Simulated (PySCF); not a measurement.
B(F)(Me)(SiMe3), SMILES CB(F)[Si](C)(C)C (C4H12BFSi), GFN2-xTB optimised geometry.

```
19

B      0.67     1.43     0.00
F      0.11     2.63     0.00
C      2.25     1.43     0.00
H      2.70     0.44     0.02
H      2.63     1.99     0.85
H      2.63     1.94    -0.88
Si    -0.53    -0.17    -0.03
C      0.38    -1.79     0.46
C     -1.25    -0.45    -1.79
C     -2.02     0.02     1.16
H     -0.30    -2.63     0.45
H      1.18    -2.02    -0.23
H      0.81    -1.72     1.45
H     -0.46    -0.63    -2.51
H     -1.81     0.41    -2.12
H     -1.91    -1.31    -1.81
H     -2.59     0.92     0.93
H     -1.70     0.09     2.19
H     -2.70    -0.82     1.08
```

Density from CAM-B3LYP/def2-SVP (PySCF) at that geometry.

Minimum of the electron density along straight lines between bonded atoms, close to the bond critical point (lines longer than 1.1 times the sum of covalent radii, or with two minima, are not listed):

```
bond     length / Å  ρ at the minimum / e bohr⁻³  ∇²ρ there / e bohr⁻⁵  position (fraction from the first atom)
-------  ----------  ---------------------------  --------------------  ---------------------------------------
B1–F2         1.329                        0.186                     ?                                     0.34
B1–C3         1.580                        0.184                     ?                                     0.32
C3–H4         1.085                        0.274                 -1.00                                     0.63
C3–H5         1.090                        0.268                 -0.95                                     0.63
C3–H6         1.090                        0.267                 -0.95                                     0.63
B1–Si7        1.994                        0.114                  0.12                                     0.63
Si7–C8        1.916                        0.108                  0.30                                     0.38
Si7–C9        1.920                        0.107                  0.30                                     0.38
Si7–C10       1.917                        0.108                  0.30                                     0.38
C8–H11        1.085                        0.272                 -0.98                                     0.63
C9–H14        1.086                        0.272                 -0.98                                     0.62
C9–H15        1.086                        0.272                 -0.98                                     0.63
C9–H16        1.086                        0.272                 -0.98                                     0.63
C10–H17       1.086                        0.272                 -0.98                                     0.63
C10–H18       1.086                        0.272                 -0.97                                     0.62
C10–H19       1.086                        0.272                 -0.98                                     0.63
```

Question: Complete the blanks.

Answer: 
- B1–F2, ∇²ρ there / e bohr⁻⁵: 1.39
- B1–C3, ∇²ρ there / e bohr⁻⁵: -0.21
